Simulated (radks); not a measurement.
Values are calculated unless marked as measured or tabulated.
Correlation energies from several functionals, in hartree. Species: Mo+ [Kr] 4d5; Be [He] 2s2; Cr [Ar] 3d5 4s1; P [Ne] 3s2 3p3; Cr23+ 1s1. Code: a radial shooting solver on a logarithmic mesh with Libxc functionals. Model: non-relativistic Kohn-Sham, PBE, spin-polarised, spherical densities, point nucleus. Every spin shell is full or empty, so the densities are truly spherical. Functionals are evaluated on that one density, not self-consistently.

| functional | Mo+ | Be | Cr | P | Cr23+ |
|---|---|---|---|---|---|
| PW92 | -3.7982 | -0.22437 | -1.9372 | -1.1127 | -0.062278 |
| PZ | -3.7909 | -0.22410 | -1.9270 | -1.1079 | -0.063013 |
| Chachiyo | -3.7422 | -0.21918 | -1.9004 | -1.0902 | -0.061972 |
| PBE | -2.0738 | -0.085423 | -0.98345 | -0.52490 | -0.0060640 |
| PBEsol | -2.3581 | -0.10441 | -1.1357 | -0.61603 | -0.0086667 |
| LYP | -1.9984 | -0.095138 | -1.0081 | -0.56727 | 0 |
| P86 | -2.3496 | -0.093238 | -1.1169 | -0.59554 | -0.031628 |
| PW91 | -2.2471 | -0.094175 | -1.0736 | -0.57626 | -0.010552 |
| AM05 | -3.5275 | -0.19651 | -1.7754 | -1.0070 | -0.054286 |
| Tao-Mo | -1.9923 | -0.064375 | -0.92415 | -0.47855 | 0 |
